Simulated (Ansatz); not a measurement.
Geometry optimisation, RKS r2SCAN/def2-SVP (Ansatz).

Input:

```yaml
crystal:
  periodic: [false, false, false]
  atoms:
    - { symbol: B, position_ang: [0.0, 0.0, 0.0] }
    - { symbol: H, position_ang: [0.0, 0.0, 1.54] }
    - { symbol: O, position_ang: [1.2211, 0.0, -0.705] }
    - { symbol: H, position_ang: [1.5209, -0.9519, -0.8599] }
    - { symbol: O, position_ang: [-1.2211, 0.0, -0.705] }
    - { symbol: H, position_ang: [-1.7308, -0.8467, -0.4965] }
    - { symbol: F, position_ang: [0.0726, 1.5356, 0.5108] }
    - { symbol: H, position_ang: [0.041, 0.8666, 1.4996] }
basis:
  gaussian: { orbitals: def2-SVP }
hamiltonian:
  xc: r2scan
relax:
  f_tol: 0.15
  max_steps: 25
  restrain:
    - { distance: [0, 6], at: 2.52, k: 30.0 }
    - { distance: [7, 1], at: 1.86, k: 30.0 }
    - { distance: [0, 1], at: 1.19, k: 30.0 }
    - { distance: [7, 6], at: 0.92, k: 30.0 }
```

Command:

```bash
$ ansatz run input.yaml --threads 2 --pin off --max-ram 3072MiB --backend cpu --events-out ev --progress --plain --runs-dir out
```

Question: Where does it end, and by what steps?

Answer: It converged. The restraints hold the end off the free minimum. After 11 steps the energy has fallen by 2.359 eV (the restraints' own energy left out); H2 moved furthest, 0.78 Å. Parted: B1–F7 (1.62 → 2.53 Å). Joined: B1–H2 (1.54 → 1.21 Å), F7–H8 (1.19 → 0.93 Å).

```csv
step,energy less start (eV),largest force component (eV/Å),accepted
0,0.0000,4.097,yes
1,-0.6547,2.542,yes
2,-1.1980,2.549,yes
3,-1.4223,2.643,yes
4,-1.6946,2.193,yes
5,-1.7641,1.984,yes
6,-1.9360,1.486,yes
7,-1.9697,1.937,yes
8,-2.2001,0.959,yes
9,-2.3220,0.753,yes
10,-2.3374,0.507,yes
11,-2.3587,0.540,yes
```

```xyz
8
Properties=species:S:1:pos:R:3
B -0.026 -0.402 -0.159
H 0.047 -0.593 1.029
O 1.080 -0.411 -0.943
H 1.896 -0.509 -0.442
O -1.224 -0.311 -0.786
H -1.971 -0.313 -0.180
F 0.005 1.921 0.833
H 0.097 1.221 1.432
```

Time of the run: 19 s on 2 threads of AMD EPYC 7R43 64-Core Processor (Zen 3), with other jobs on the host, peak memory 0.16 GiB.
